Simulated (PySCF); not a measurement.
**Working out the ionisation energy of F²⁺**

F²⁺ [He] 2s2 2p3 (4S) → F³⁺ [He] 2s2 2p2 (3P). Calculation: PySCF 2.14, in x2c-TZVPPall with one added diffuse shell each of s, p, d type (6s4p3d1f, 40 functions); the spin-free X2C one-electron Hamiltonian (Gaussian nucleus). Frozen: 1s2. Energies in hartree (1 hartree = 27.21139 eV):

| part | F²⁺ (lower) | F³⁺ (upper) |
| --- | --- | --- |
| UHF | -97.696831 | -95.409289 |
| CCSD correlation | -0.111698 | -0.098866 |
| (T) | -0.001145 | -0.001100 |

**Question.** What does Hartree-Fock give?

**Answer.** (-95.409289) − (-97.696831) = 2.287542 hartree = 62.247 eV.

**Question.** What do CCSD and CCSD(T) give?

**Answer.** The CCSD correlation energies differ by 0.012832 hartree = 0.349 eV and the triples by 0.000045 hartree = 0.001 eV, so CCSD gives 62.596 eV and CCSD(T) 62.597 eV.

A first-order spin-orbit estimate adds -0.055 eV to CCSD(T) (valence), giving 62.542 eV against 62.708 eV (semi-empirical (NIST evaluation); NIST Atomic Spectra Database, ionization energies).

What remains against the reference includes basis incompleteness, the frozen core and higher excitations.
